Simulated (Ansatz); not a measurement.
C$_{2}$H$_{5}$GaOSe. Total charge 0; spin multiplicity 1. The bonds changed during the relaxation, so this is another structure than the one it started from.

| atom | x (Å) | y (Å) | z (Å) |
| --- | --- | --- | --- |
| O1 | 0.459 | 0.814 | -1.776 |
| C2 | 0.634 | 0.467 | -0.509 |
| Se3 | 1.732 | -1.014 | -0.096 |
| C4 | -0.178 | 1.023 | 0.456 |
| Ga5 | -0.612 | -1.195 | 0.743 |
| H6 | 0.940 | 0.190 | -2.336 |
| H7 | -0.922 | 1.754 | 0.158 |
| H8 | 0.186 | 1.058 | 1.475 |
| H9 | -1.550 | -1.689 | -0.400 |
| H10 | -0.691 | -1.409 | 2.285 |

(1) What are the harmonic wavenumbers in cm⁻¹ at PBE0-D4/def2-TZVP (Ansatz, finite differences of forces, unscaled)? (Best estimate.)

(2) Is this a minimum?

(3) Give the ideal-gas thermochemistry at 298.15 K and 1 bar (rigid rotor, harmonic oscillator; point group C1, symmetry number 1).

Answers

(1) Computed: 102, 155, 256, 342, 367, 427, 451, 564, 569, 596, 642, 712, 776, 863, 1008, 1175, 1330, 1411, 1574, 1992, 2005, 3161, 3262, 3782.

(2) Yes, all 24 modes are real.

(3) Zero-point energy 164.6 kJ/mol; H(298) − E = 185.3 kJ/mol; entropy 353.9 J/(mol·K), of which translation 174.5, rotation 119.1, vibration 60.3; G(298) − E = 79.8 kJ/mol.
